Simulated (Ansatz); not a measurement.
System: CAuO (charge 0, doublet). The spin state was set by rule; other spins were not relaxed. 
Geometry from a B3LYP-D3(BJ)/def2-TZVP (Ansatz, a quantum-chemistry and plane-wave program) optimisation:
```
C
O 1 1.1382
Au 1 2.0531 2 140.18
```
Charge 0, spin multiplicity 2.

Computed values are from Ansatz. Valence correlation only, unless marked. UHF or UKS for open shells. Spin-orbit coupling is left out. The frozen core is the preceding noble-gas configuration, with the filled d and f shells of earlier blocks. Past Kr the def2 sets carry scalar-relativistic core potentials. CBS marks a two-point X^-3 extrapolation of the correlation energy; Hartree-Fock from the larger set. [CCSD(T)-MP2]/basis is that difference in the basis named.

### Question
What is the T1 diagnostic at CCSD/def2-TZVPPD?

### Answer
0.024.

### Question
What is the atomisation energy De at RI-MP2/CBS(def2-TZVPPD,def2-QZVPPD)+[CCSD(T)-MP2]/def2-TZVPPD?

### Answer
1117.4 kJ/mol.

### Question
What is the total energy at RI-MP2/CBS(def2-TZVPPD,def2-QZVPPD)+[CCSD(T)-MP2]/def2-TZVPPD?

### Answer
-248.4076 Eh.

### Question
What is the dipole moment at CCSD(T)/def2-SVPD?

### Answer
1.00 D.
